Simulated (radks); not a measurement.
All-electron atom: the neon ion Ne3+ in [He] 2s2 2p2 3p1 (not the ground configuration). Calculated with a radial shooting solver on a logarithmic mesh with Libxc functionals: Dirac Kohn-Sham, PBE, spin-unpolarised, spherical densities, point nucleus; open shells fill j = l - 1/2 first.

Normalised radial functions P(r) = r R(r) (large component), r in bohr:

r,2s1/2,2p3/2
0.005656,0.0908,0.0012
0.007132,0.1127,0.0019
0.008995,0.1394,0.0029
0.01134,0.1715,0.0046
0.01431,0.2096,0.0072
0.01804,0.2542,0.0112
0.02275,0.3050,0.0175
0.02869,0.3610,0.0270
0.03618,0.4198,0.0414
0.046,0.4788,0.0637
0.05801,0.5268,0.0957
0.07316,0.5553,0.1416
0.09226,0.5502,0.2059
0.1164,0.4950,0.2933
0.1467,0.3734,0.4070
0.1851,0.1742,0.5473
0.2334,-0.1012,0.7086
0.2943,-0.4310,0.8762
0.3741,-0.7794,1.0309
0.4718,-1.0531,1.1282
0.595,-1.1899,1.1369
0.7504,-1.1446,1.0355
0.9464,-0.9324,0.8344
1.193,-0.6318,0.5803
1.505,-0.3459,0.3376
1.898,-0.1469,0.1580
2.394,-0.0459,0.0566
3.043,-0.0091,0.0135
3.838,-0.0012,0.0022
4.84,-0.0001,0.0002
6.104,0.0000,0.0000
7.697,0.0000,0.0000

2s1/2: eigenvalue -117.77 eV, 1 radial node at r = 0.216 bohr, <r> = 0.768 bohr, 90 % of the charge inside 1.20 bohr. 2p3/2 (empty): eigenvalue -95.793 eV, 0 radial nodes, <r> = 0.714 bohr, 90 % of the charge inside 1.18 bohr.
